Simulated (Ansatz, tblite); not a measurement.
Forces on Si₂Se₄ at its PBE0-D4/def2-SVP geometry. The state is a singlet with charge 0.

The xTB rows come from tblite. The structure comes from a short search, and lower isomers may exist.

GFN1-xTB (tblite), largest force 0.49 eV/Å:

```xyz
6
positions Å, forces eV/Å
Si   -0.607    1.168    0.646    0.199   -0.388   -0.221
Si    0.605   -1.168   -0.646   -0.191    0.391    0.223
Se   -1.067    0.196   -1.359    0.245   -0.043    0.319
Se   -1.464    2.817    1.555    0.061   -0.117   -0.064
Se    1.067   -0.195    1.358   -0.251    0.041   -0.321
Se    1.465   -2.817   -1.554   -0.063    0.116    0.063
```

GFN2-xTB (tblite), largest force 1.44 eV/Å:

```
Si 0.065 -0.123 -0.068
Si -0.061 0.124 0.071
Se -0.477 0.090 -0.601
Se -0.596 1.144 0.630
Se 0.472 -0.091 0.599
Se 0.595 -1.144 -0.630
```

PBE0-D4/def2-TZVP (Ansatz), largest force 0.17 eV/Å:

```
Si 0.066 -0.132 -0.081
Si -0.056 0.135 0.085
Se 0.098 -0.015 0.134
Se 0.042 -0.081 -0.044
Se -0.104 0.013 -0.137
Se -0.045 0.080 0.043
```
